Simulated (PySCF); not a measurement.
Compound: C5H8O2.
Cartesian coordinates in Å at the GFN2-xTB level; atoms count from 1:
```xyz
15
C5H8O2 angstrom
C      1.8363   -0.7821   -0.8152
C      1.0952    0.5500   -0.7279
C     -0.1069    0.4572    0.1848
C     -0.0257    0.8513    1.4222
O      0.1305    1.2582    2.5138
O     -1.2252   -0.1185   -0.4028
C     -2.3382   -0.2332    0.4428
H      2.2334   -1.0622    0.1577
H      2.6616   -0.7043   -1.5189
H      1.1619   -1.5635   -1.1553
H      0.7226    0.8291   -1.7147
H      1.7649    1.3325   -0.3690
H     -3.1296   -0.6830   -0.1541
H     -2.6658    0.7479    0.8073
H     -2.1194   -0.8714    1.3074
```

The calculation used PBE0/def2-SVPD in PySCF (dipole) on a GFN2-xTB geometry, gas phase.

Take the most abundant isotopes and a rigid rotor. The values belong to one conformer with, in the numbering `[CH3:1][CH2:2][C:3](=[C:4]=[O:5])[O:6][CH3:7]`, C1–C2–C3–C4 97°, C2–C3–O6–C7 179°.

Q: What are A, B and C (MHz)?

A: Ia = 164.91, Ib = 226.39, Ic = 353.89 u·Å²; 505379 MHz·u·Å²/I gives A = 3065, B = 2232, C = 1428 MHz.

Q: Classify the top.

A: An asymmetric top: κ = (2 × 2232 − 3065 − 1428)/(3065 − 1428) = -0.02.

Q: What does the inertial defect say?

A: Not planar: Δ = Ic − Ia − Ib = -37.41 u·Å². For a rigid frame Δ = −2 Σ m c², so Σ m c² = 18.70 u·Å² lies off the ab plane: 7.82 from hydrogen and 10.89 from heavier atoms. The atom farthest from that plane is 1.36 Å away.

Q: Where do the levels up to J = 5 lie, in MHz?

A: Above 0(0,0):
J = 1: 1(0,1) 3660, 1(1,1) 4493, 1(1,0) 5297
J = 2: 2(0,2) 10615, 2(1,2) 11009, 2(1,1) 13422, 2(2,1) 15919, 2(2,0) 16285
J = 3: 3(0,3) 20457, 3(1,3) 20590, 3(1,2) 25298, 3(2,2) 26900, 3(2,1) 28406, 3(3,1) 33267, 3(3,0) 33384
J = 4: 4(0,4) 33082, 4(1,4) 33119, 4(1,3) 40456, 4(2,3) 41242, 4(2,2) 44733, 4(3,2) 48412, 4(3,1) 49118, 4(4,1) 56655, 4(4,0) 56686
J = 5: 5(0,5) 48528, 5(1,5) 48537, 5(1,4) 58451, 5(2,4) 58747, 5(2,3) 64874, 5(3,3) 67213, 5(3,2) 69355, 5(4,2) 75755, 5(4,1) 76007, 5(5,1) 86143, 5(5,0) 86150

Q: Predict some low-J microwave lines.

A: The dipole components are |μa| = 0.44 D, |μb| = 1.23 D, |μc| = 0.04 D. Intensities carry the squares of the components, which stand as 0.12 : 1.00 : 0.00 (a : b : c). Some lines, for components of 0.1 D or more:

```csv
type,branch,"J(Ka,Kc)",MHz,lower level (cm⁻¹)
a,Q,"4(3,1) ← 4(3,2)",706,1.615
a,Q,"3(2,1) ← 3(2,2)",1506,0.897
a,Q,"2(1,1) ← 2(1,2)",2413,0.367
b,Q,"2(2,0) ← 2(1,1)",2863,0.448
b,Q,"4(3,1) ← 4(2,2)",4385,1.492
b,Q,"2(2,1) ← 2(1,2)",4910,0.367
b,Q,"3(2,2) ← 3(1,3)",6310,0.687
b,R,"2(1,2) ← 1(0,1)",7349,0.122
b,Q,"4(4,0) ← 4(3,1)",7568,1.638
b,R,"3(1,2) ← 2(2,1)",9379,0.531
a,R,"3(1,3) ← 2(1,2)",9581,0.367
b,R,"3(1,3) ← 2(0,2)",9974,0.354
b,R,"4(2,2) ← 3(3,1)",11467,1.110
a,R,"3(1,2) ← 2(1,1)",11876,0.448
a,R,"3(2,1) ← 2(2,0)",12121,0.543
a,R,"4(1,4) ← 3(1,3)",12529,0.687
b,R,"4(1,3) ← 3(2,2)",13556,0.897
a,R,"4(2,3) ← 3(2,2)",14342,0.897
b,R,"3(3,1) ← 2(2,0)",16982,0.543
b,R,"3(2,1) ← 2(1,2)",17397,0.367
b,R,"4(2,2) ← 3(1,3)",24143,0.687
```

Whether it is a minimum is left open (no frequencies). Zero-point vibration and centrifugal distortion are left out. A rigid rotor knows nothing of internal rotation, which can split or shift real lines.
